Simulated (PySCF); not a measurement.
C2H8NOSi: g tensor and hyperfine couplings

Compound: C2H8NOSi (doublet state).
SMILES with atom numbers: `[CH3:1][N:2]([CH3:3])[SiH:4][OH:5]` (hydrogens: H6, H7, H8 on C1; H9, H10, H11 on C3; H12 on Si4; H13 on O5)

Geometry (GFN2-xTB, Å), atoms numbered from 1 in this order:
```xyz
13
C2H8NOSi angstrom
C     -1.0581   -1.2643   -0.0045
N     -0.1548   -0.1515   -0.0596
C     -0.7973    1.1150    0.1550
Si     1.5317   -0.3963    0.1932
O      2.1710    1.1056   -0.0224
H     -1.5422   -1.3527    0.9770
H     -1.8434   -1.1436   -0.7576
H     -0.5172   -2.1855   -0.2065
H     -1.5667    1.2726   -0.6080
H     -1.2804    1.1668    1.1395
H     -0.0577    1.9061    0.0811
H      1.9959   -1.2921   -0.8686
H      3.1149    1.2203   -0.0363
```

The hyperfine couplings belong to this conformer and change with its torsions.

Computed, not measured: PySCF 2.14.0, UKS B3LYP, pcH-1 on C H N O Si, non-relativistic, mean-field spin-orbit, GIAO. One conformer (not necessarily the lowest) at the GFN2-xTB geometry, without solvent, vibrations or thermal averaging. The geometry wasn't refined by DFT: couplings that depend on bond lengths, twists or pyramidal angles can differ widely from those at the functional's own minimum, by a factor of two or more for some ions and for spin on atoms past the first row. The SCF solution wasn't tested for stability.

- g1, g2, g3: 2.00164, 2.00227, 2.00295
- g_iso: 2.00229
- Form of g: rhombic: the two nearest values differ by 48 % of g3 − g1
- ⟨S²⟩: 0.7524 (exact 0.7500)
- α and β electrons: 25, 24
- HOMO–LUMO gap, α and β orbitals: 5.18, 4.42 eV
- Total energy: -500.52798 Eh

Hyperfine couplings atom by atom, in 10⁻⁴ cm⁻¹; T1 to T3 are the principal values of the dipolar part; ρ(0) is the spin density at the nucleus (1 × 10⁻⁴ cm⁻¹ = 2.998 MHz):

| atom | isotope | a_iso | of which spin–orbit | T1 | T2 | T3 | Mulliken spin population | ρ(0) (bohr⁻³) |
| --- | --- | --- | --- | --- | --- | --- | --- | --- |
| C1 | 13C | -1.5 | 0.0 | -0.3 | -0.2 | 0.5 | -0.01 | -0.0041 |
| N2 | 14N | 4.2 | 0.0 | -3.4 | -3.3 | 6.7 | 0.15 | 0.0390 |
| C3 | 13C | -2.3 | 0.0 | -0.3 | -0.2 | 0.5 | -0.01 | -0.0062 |
| Si4 | 29Si | -189.1 | 0.2 | -39.2 | 18.8 | 20.3 | 0.67 | 0.6387 |
| O5 | 17O | -7.4 | 0.0 | -9.7 | 4.5 | 5.1 | 0.06 | 0.0365 |
| H6 | 1H | 3.1 | 0.0 | -0.9 | -0.5 | 1.4 | 0.01 | 0.0020 |
| H7 | 1H | 2.8 | 0.0 | -0.7 | -0.5 | 1.2 | 0.00 | 0.0019 |
| H8 | 1H | 0.2 | 0.0 | -1.0 | -0.5 | 1.5 | 0.00 | 0.0001 |
| H9 | 1H | 6.6 | 0.0 | -0.7 | -0.4 | 1.1 | 0.01 | 0.0044 |
| H10 | 1H | 5.1 | 0.0 | -0.8 | -0.5 | 1.3 | 0.01 | 0.0034 |
| H11 | 1H | 0.1 | 0.0 | -0.9 | -0.4 | 1.3 | 0.00 | 0.0001 |
| H12 | 1H | 75.4 | 0.0 | -1.9 | -0.3 | 2.2 | 0.11 | 0.0506 |
| H13 | 1H | -2.1 | 0.0 | -2.7 | -1.2 | 3.9 | 0.00 | -0.0014 |

The largest Mulliken spin populations are on Si4 (+0.67), N2 (+0.15) and H12 (+0.11). The angles at Si4 add up to 320.1°, so it is pyramidal.

Axes: g1 points within 14° of the Si4–H12 bond and g3 points within 6° of the C1–N2 bond.

Under fast tumbling the dipolar parts average out, and these isotropic splittings remain: 1 × 1H (H12, I = 1/2, 2 lines) with 8.07 mT, 1 × 14N (N2, I = 1, 3 lines) with 0.45 mT, 3 × 1H (H9/H10/H11, I = 1/2, 4 lines) with 0.42 mT, 1 × 1H (H13, I = 1/2, 2 lines) with 0.22 mT and 3 × 1H (H6/H7/H8, I = 1/2, 4 lines) with 0.21 mT.

Nuclei that the bonding pattern makes equivalent are averaged, as if the motion that swaps them (rotation, inversion, ring flip) were fast. C1 and C3, with what hangs on them, aren't averaged: N2 is flat or nearly so (angle sum 356°), and its turn about the short N2–Si4 bond (1.72 Å) is taken as slow. The three 1H nuclei of mean +11.7 MHz run from 0.2 to 19.8 MHz in the frozen geometry. The three 1H nuclei of mean +6.0 MHz run from 0.5 to 9.2 MHz in the frozen geometry.

The 17O coupling of O5 (-22.2 MHz) shows only in satellite lines or after enrichment, since that isotope makes up about 0.038 % of natural oxygen.

The 29Si coupling of Si4 (-566.9 MHz) shows only in satellite lines or after enrichment, since that isotope makes up about 4.7 % of natural silicon.

β density exceeds α density at some nuclei, such as C3 (-0.0062), C1 (-0.0041) and H13 (-0.0014), spin density in bohr⁻³. In a single determinant that takes different orbitals for the two spins, that is spin polarisation.

The run took 34 s of wall time (with the writing of density and orbital grids) on one thread of an Arm Neoverse V1, shared host, and the process peaked at 0.74 GiB of memory.
